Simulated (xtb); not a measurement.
xtb input:

```bash
xtb mol.xyz --gfnff --opt tight --chrg 0 --uhf 0
```
mol.xyz:
```
16

C     -3.28980223     1.09353423    -0.29665468
C     -1.82635200     0.93642266    -0.67222996
Se    -1.23761152    -0.92559354    -0.37510839
C      0.66924887    -0.62600305    -0.67365297
Se     1.50359716     0.32321109     0.83679764
C      3.17975555     0.80602474    -0.07017464
H     -3.45312113     0.86814703     0.75805712
H     -3.61506317     2.12059125    -0.47650401
H     -3.92884513     0.43448493    -0.88722583
H     -1.65735380     1.16893613    -1.72301342
H     -1.18305029     1.56758690    -0.06188404
H      0.80727271    -0.04347924    -1.58200854
H      1.12389878    -1.60573270    -0.79323550
H      3.76847428     1.37818101     0.64414812
H      3.72710968    -0.08902384    -0.35689938
H      2.97006546     1.42144076    -0.94259582
```

Task: What final total energy does it print?

Result: -2.03433 Eh (GFN-FF).
